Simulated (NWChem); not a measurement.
System meant: CAuIO; SMILES [O+]#[C-]->[Au][I]

Input file for NWChem:

```
start job
memory heap 200 mb stack 900 mb global 1100 mb
geometry units angstroms noautoz
  Au     0.001688     0.648732     0.000000
  I     -0.000825    -1.903522     0.000000
  O     -0.007374     3.708325     0.000000
  C     -0.001983     2.577284     0.000000
end
basis spherical
  Au library def2-svp
  I library def2-svp
  O library def2-svp
  C library def2-svp
end
dft
  xc xpbe96 cpbe96
  iterations 150
  mulliken
end
task dft energy
```

End of the output:

```
          Convergence Information
          -----------------------
          Convergence aids based upon iterative change in
          total energy or number of iterations.
          Levelshifting, if invoked, occurs when the
          HOMO/LUMO gap drops below (HL_TOL):  1.00D-02
          DIIS, if invoked, will attempt to extrapolate
          using up to (NFOCK): 10 stored Fock matrices.

                    Damping( 0%)  Levelshifting(0.5)       DIIS
                  --------------- ------------------- ---------------
          dE  on:    start            ASAP                start
          dE off:    2 iters        150 iters           150 iters

      Screening Tolerance Information
      -------------------------------
          Density screening/tol_rho:  1.00D-10
          AO Gaussian exp screening on grid/accAOfunc:  14
          CD Gaussian exp screening on grid/accCDfunc:  20
          XC Gaussian exp screening on grid/accXCfunc:  20
          Schwarz screening/accCoul:  1.00D-08

      Superposition of Atomic Density Guess
      -------------------------------------

      charge =      79.0 Au (Gold)

      symmetry species            s     p     d     f
      number of basis functions = 7     6     5     1
      number of cont. functions = 6     3     2     1
      number of closed shells   = 6     4     2     1
      number of open shells     = 0     0     1     0
      open shell occupation     = 0     0     9     0
 ------------------------------------------------------------------------
 atomscf:atomd: error in atom scf                   0
 ------------------------------------------------------------------------
 ------------------------------------------------------------------------
  current input line :
    20: task dft energy
 ------------------------------------------------------------------------
 ------------------------------------------------------------------------
 This error has not yet been assigned to a category
 ------------------------------------------------------------------------
 For more information see the NWChem manual at https://nwchemgit.github.io

0:atomscf:atomd: error in atom scf:Received an Error in Communication
```

Q: Find the fault in this run and fix the input.

A: The program stopped with an error. Cause: the def2 basis of a heavy element holds valence functions alone and wants its effective core potential (without it all electrons must fit into that basis). This input runs:
```
start job
memory heap 200 mb stack 900 mb global 1100 mb
geometry units angstroms noautoz
  Au     0.001688     0.648732     0.000000
  I     -0.000825    -1.903522     0.000000
  O     -0.007374     3.708325     0.000000
  C     -0.001983     2.577284     0.000000
end
basis spherical
  * library def2-svp
end
ecp
  I library def2-ecp
  Au library def2-ecp
end
dft
  xc xpbe96 cpbe96
  iterations 150
  mulliken
end
task dft energy
```
It converges to -546.66106 Ha (PBE/def2-SVP with def2 effective core potentials on I, Au).
